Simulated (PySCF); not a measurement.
Bonds (- single, = double, # triple, : aromatic): O1=C2 1.215 Å, C2-O3 1.330 Å, O3-Si4 1.717 Å, Si4-F5 1.614 Å, C2-Si6 1.925 Å, Si6-O7 1.656 Å. Si4 carries H8, H9; Si6 carries H10, H11; O7 carries H12.

Geometry: PBE0-D3(BJ)/def2-SVP; GIAO shifts from PySCF, gas phase, non-relativistic, averaged over equivalent atoms.

At PBE0/6-31G* (116 basis functions, 12 s wall time on 1 thread of an Arm Neoverse V1, shared host):
```tsv
atoms	δ (ppm)
O1	457.8
O3	217.2
O7	-3.1
C2	179.4
Si4	11.1
Si6	-19.1
F5	-166.0
H8/H9	5.88
H10/H11	5.23
H12	1.73
```

Scale: $^{17}$O (324.18 ppm) vs H2O; $^{13}$C (194.14 ppm) and $^{29}$Si (418.09 ppm) and $^{1}$H (31.96 ppm) against TMS; $^{19}$F (198.90 ppm) against CFCl3 (reference shieldings calculated alike).

Problem. Estimate the result of repeating the calculation with B97-D/pcSseg-1.

Solution. 
| atoms | δ at B97-D/pcSseg-1 | change |
| --- | --- | --- |
| O1 | 498.9 | +41.1 |
| O3 | 254.6 | +37.4 |
| O7 | 10.5 | +13.6 |
| C2 | 187.6 | +8.2 |
| Si4 | -15.2 | -26.3 |
| Si6 | -47.3 | -28.2 |
| F5 | -204.3 | -38.3 |
| H8/H9 | 5.48 | -0.40 |
| H10/H11 | 4.90 | -0.33 |
| H12 | 1.94 | +0.21 |

Chemical shifts δ = σref − σ; $^{17}$O (σ = 330.37 ppm) against H2O; $^{13}$C (σ = 179.17 ppm), $^{29}$Si (σ = 347.23 ppm), $^{1}$H (σ = 31.41 ppm) against TMS; $^{19}$F (σ = 154.77 ppm) against CFCl3, all at this level.

The largest change is at O1 (carbonyl oxygen). Cost: 158 basis functions, 23 s wall time on 1 thread of an Arm Neoverse V1, shared host.

Unscaled 19F shifts against computed CFCl3 carry errors that often reach 10 to 50 ppm. Unscaled 17O shifts of doubly bonded oxygen tend to come out too high, by tens of ppm or more. Experimental scales use liquid or dissolved standards, which lie at an offset from isolated H2O (liquid H2O: subtract about 36 ppm).
